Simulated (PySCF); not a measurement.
Chain-length series, silicon-germanium chain methyl/methyl (end groups after the name). All species are isolated molecules in the gas phase. One relaxed conformer stands for each flexible species; it need not be the lowest. Strings in code marks are SMILES.

The vertical ionisation energy (Delta-SCF) from two functionals at the same geometries (B3LYP-D3(BJ)/def2-SVP), both in PySCF: PBE-D3(BJ)/def2-TZVP and M06-2X/def2-TZVP. Delta-SCF ions had no search for a lower state. 

```csv
species,PBE-D3(BJ)/def2-TZVP (eV),M06-2X/def2-TZVP (eV)
n = 1 (`C[SiH2][GeH2][CH3]` (C–Si–Ge–C torsion 179°)),9.30,9.62
n = 2 (`C[SiH2][GeH2][SiH2][GeH2][CH3]`),8.45,8.82
n = 3 (`C[SiH2][GeH2][SiH2][GeH2][SiH2][GeH2][CH3]`),7.94,8.40
```

Over these rows, drawn at random from the members with no instability flagged (it was tested for open shells, ions and some series alone), PBE minus M06-2X: mean -0.38 eV, from -0.45 eV to -0.31 eV.
